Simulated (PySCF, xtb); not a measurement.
Al(H)(OMe)(OSiH3) (CH₇AlO₂Si), SMILES [O](C)[AlH][O][SiH3].

xtb with GFN2-xTB at its own geometry gives an orbital gap of 4.87 eV and a dipole moment of 0.95 D.

Geometry optimised at PBE0-D3(BJ)/def2-SVP. The structure was generated by enumeration; whether it is a known compound was not checked. Other conformers were not sampled.

### Question
What does PBE/def2-TZVP in PySCF give? (An estimate is asked for; the answer gives what the named calculation found.)

### Answer
gap 5.59 eV (levels -6.70 and -1.11 eV), dipole 0.72 D.
